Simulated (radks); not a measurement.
Ionisation of the iridium ion Ir+, [Xe] 4f14 5d7 6s1, to [Xe] 4f14 5d7 as the strength of local exchange is varied. Calculated with a radial shooting solver on a logarithmic mesh with Libxc functionals: scalar-relativistic Kohn-Sham, Slater X-alpha exchange (alpha = 2/3 is LDA exchange), no correlation, spin-polarised, spherical densities, point nucleus; open shells are filled with parallel spins first (spin-orbit coupling, left out, can overturn this in heavy ions).

| alpha | E(Ir+) (hartree) | exchange (hartree) | IE (eV) | -e of the level emptied (eV) | <r> of it (bohr) |
|---|---|---|---|---|---|
| 0.577 | -17764.9830 | -282.9926 | 16.699 | 12.898 (6s) | 2.735 |
| 0.634 | -17793.1123 | -311.4737 | 17.251 | 13.440 (6s) | 2.702 |
| 0.638 | -17795.0880 | -313.4759 | 17.291 | 13.478 (6s) | 2.700 |
| 0.662 | -17806.9476 | -325.4988 | 17.526 | 13.710 (6s) | 2.686 |
| 0.667 | -17809.4193 | -328.0057 | 17.575 | 13.758 (6s) | 2.683 |
| 0.689 | -17820.2996 | -339.0445 | 17.792 | 13.972 (6s) | 2.671 |
| 0.692 | -17821.7838 | -340.5509 | 17.821 | 14.002 (6s) | 2.669 |

NIST Atomic Spectra Database: 17.0 +/- 0.3 eV (semi-empirical). The Delta-SCF value meets it near alpha = 0.61. Open shells are spherical and high-spin; term and fine-structure splittings are not resolved. Spin-orbit splitting is averaged out at the scalar-relativistic level.
